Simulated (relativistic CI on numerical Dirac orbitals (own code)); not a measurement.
## Zn4+ (3d8) in a crystal field

Calculated by Dirac-Coulomb-Breit CI, separate exchange-only KLI orbitals for each configuration, a model potential for QED, valence Slater integrals scaled by 0.7, one configuration in a parametric crystal field (own radial code).

Field parameters in Wybourne normalisation: D4h B²₀ = −7Ds, B⁴₀ = 21(Dq − Dt), B⁴₄ = 21√(5/14) Dq; Oh B⁴₀ = 21Dq, B⁴₄ = √(5/14) B⁴₀. The field is a parameter set, without covalency.

S and J are read from ⟨S²⟩ = S(S + 1) and ⟨J²⟩ = J(J + 1) of each level; they are not fictitious spins.

Oh, 10Dq = 14800 cm⁻¹, the lowest 10 levels:

| E (cm⁻¹) | Degeneracy | Irrep | S | J |
| --- | --- | --- | --- | --- |
| 0.0 | 3 | T2 | 1.00 | 3.43 |
| 13977 | 2 | E | 0.93 | 3.53 |
| 14565 | 3 | T1 | 1.00 | 3.52 |
| 15289 | 3 | T2 | 1.00 | 3.08 |
| 15613 | 1 | A2 | 1.00 | 3.00 |
| 17637 | 2 | E | 0.25 | 2.90 |
| 22338 | 1 | A1 | 0.98 | 3.64 |
| 23327 | 3 | T1 | 1.00 | 3.21 |
| 24474 | 3 | T2 | 1.00 | 2.56 |
| 24927 | 2 | E | 0.96 | 2.38 |

Oh, 10Dq = 17300 cm⁻¹, the lowest 16 levels:

```tsv
E (cm⁻¹)	Degeneracy	Irrep	S	J
0.0	3	T2	1.00	3.41
15935	2	E	0.71	3.26
17056	3	T1	1.00	3.51
17755	3	T2	1.00	3.09
18086	1	A2	1.00	3.00
18343	2	E	0.54	3.21
25600	1	A1	0.94	3.51
26662	3	T1	1.00	3.10
27618	3	T2	1.00	2.51
27938	2	E	0.98	2.36
30734	1	A1	0.14	3.73
34260	3	T2	0.09	2.58
39967	3	T1	0.05	3.95
42496	2	E	1.00	2.24
42789	3	T2	0.97	2.33
42947	3	T1	0.99	1.98
```

D4h, 10Dq = 24450, Ds = 810, Dt = -690 cm⁻¹, the lowest 10 levels:

```
E (cm⁻¹)  Degeneracy  Irrep     S     J
     0.0           2      E  1.00  3.36
     7.0           1     B2  1.00  3.35
   17469           1     B1  0.06  2.88
   17490           1     A1  0.03  2.85
   24519           2      E  1.00  3.30
   24601           1     B1  0.98  3.40
   30159           1     A1  0.99  3.61
   30212           1     A2  1.00  3.48
   30521           2      E  1.00  3.31
   30832           1     B2  1.00  3.13
```

The free-ion ground term has S = 1. Every field shown keeps that spin.

Levels of this model without a field, named by their leading LS term (the scale mimics covalency, so terms lie below those of the real free ion): ³F4 0, ³F3 2415, ³F2 3909, ¹D2 15637, ³P2 19544, ³P1 19888, ³P0 20248, ¹G4 24348 cm⁻¹.
